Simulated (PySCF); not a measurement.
GeO, charge +1, doublet, geometry from GFN2-xTB (a state made from the parent by changing its charge; the spin is typed, not shown lowest). Base run: PBE0/def2-SV(P) in PySCF.

Geometry (Å):
```xyz
2

Ge     0.0000     0.0000    -0.3222
O      0.0000     0.0000     1.2887
```
Charge +1, spin multiplicity 2.
Orbitals are unrestricted.
All else is at PySCF's defaults.
Base energy -2151.15382 Eh.

The base run was repeated with changes; each row names its change, and settings that it needs were set with it.

| change | ΔE vs base (mEh) | SCF cycles | <S^2> | outcome |
|---|---|---|---|---|
| base | 0.000 | 12 | 0.762 | converged |
| solver = newton | 0.000 | - | 0.762 | converged |
| init_guess = huckel | 0.000 | 14 | 0.762 | converged |
| DIIS = EDIIS | - | 50 | - | not converged |
| conv_tol = 1e-12 | 0.000 | 18 | 0.762 | converged |
| conv_tol_grad = 1e-3 | 0.000 | 12 | 0.762 | converged |
| conv_tol = 1e-7 | 0.000 | 11 | 0.762 | converged |
| diis_space = 2 | 0.000 | 24 | 0.762 | converged |
| DIIS = ADIIS | 0.000 | 26 | 0.762 | converged |
| conv_tol_grad = 1e-7 | 0.000 | 14 | 0.762 | converged |
| solver = newton; init_guess = 1e | 213.0 | - | 1.088 | another SCF solution |
| level_shift = 0.1 (with mf.max_cycle = 100) | 0.000 | 14 | 0.762 | converged |
| conv_tol = 1e-4 | 0.002 | 8 | 0.761 | converged |

A guess, shift, damping, solver or small numerical setting can't move a converged solution much, so rows marked as another SCF solution ended in a different state.

Open shells are given as the SCF converged; they aren't shown to be the lowest states, and a large step between rows can be another state.
